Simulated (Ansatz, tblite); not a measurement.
Removing and adding an electron: Si₁₈H₂₄, a nanocrystal cut from hexagonal silicon. The state is a singlet with charge 0. Geometry: PBE-D4/def2-SVP. Ansatz, gas phase; energy differences of separate SCF runs; the oxidised species was run as a doublet alone; the reduced species was run as a doublet alone.

```csv
atom,x (Å),y (Å),z (Å)
Si1,0.687,-1.881,4.126
Si2,1.230,0.409,4.399
Si3,0.021,-2.295,1.907
Si4,-1.840,-0.953,1.391
Si5,0.941,1.557,2.365
Si6,-1.293,1.337,1.664
Si7,-2.524,-1.363,-0.822
Si8,-4.393,-0.021,-1.317
Si9,-1.604,2.490,-0.362
Si10,-3.845,2.269,-1.047
Si11,1.769,-1.702,0.449
Si12,2.316,0.587,0.722
Si13,1.123,-2.121,-1.773
Si14,-0.749,-0.778,-2.249
Si15,2.045,1.732,-1.315
Si16,-0.201,1.511,-1.976
Si17,2.885,-1.534,-3.218
Si18,3.434,0.755,-2.944
H19,-0.429,-2.250,5.072
H20,1.888,-2.728,4.466
H21,0.342,1.015,5.458
H22,2.661,0.536,4.860
H23,-0.333,-3.750,1.706
H24,-2.973,-1.279,2.336
H25,1.283,3.022,2.511
H26,-2.210,1.915,2.717
H27,-2.845,-2.829,-0.989
H28,-5.536,-0.376,-0.398
H29,-4.839,-0.268,-2.736
H30,-1.229,3.942,-0.180
H31,-4.758,2.887,-0.017
H32,-4.055,2.995,-2.353
H33,2.998,-2.520,0.778
H34,3.761,0.675,1.160
H35,0.752,-3.577,-1.926
H36,-1.167,-0.992,-3.686
H37,2.374,3.193,-1.122
H38,-0.404,2.203,-3.305
H39,4.097,-2.382,-2.920
H40,2.478,-1.786,-4.649
H41,4.878,0.880,-2.526
H42,3.264,1.475,-4.259
```

The xTB rows come from tblite. Single mean-field runs in def2-TZVP are fitted with def2-universal-jkfit.

Estimate orbital energies and vertical ionisation energies and electron affinities at: GFN1-xTB; GFN2-xTB; PBE-D4/def2-TZVP; PBE0-D4/def2-TZVP.


```
            level  −HOMO (eV)  vertical IE (eV)  −LUMO (eV)  vertical EA (eV)  HOMO–LUMO gap (eV)  IE − EA (eV)                       remarks
         GFN1-xTB       11.23             12.46        8.62              7.24                2.61          5.22                             –
         GFN2-xTB        8.85             10.25        5.97              4.51                2.88          5.75                             –
 PBE-D4/def2-TZVP        6.07                 –        2.39              1.05                3.67             –  HOMO above zero (-1 doublet)
PBE0-D4/def2-TZVP        6.99              8.09        1.71              0.87                5.27          7.22  HOMO above zero (-1 doublet)
```

Run but left out: PBE-D4/def2-TZVP (charge +1 doublet: an occupied level 0.07 eV above an empty one).   A HOMO above zero means that the electron is unbound at that level or that self-interaction error raises the level; the energy of removing that electron tells which. Raw xTB energy differences between charge states are shifted by several eV; the methods need an empirical correction for them. Sets without diffuse functions give affinities that are too small.
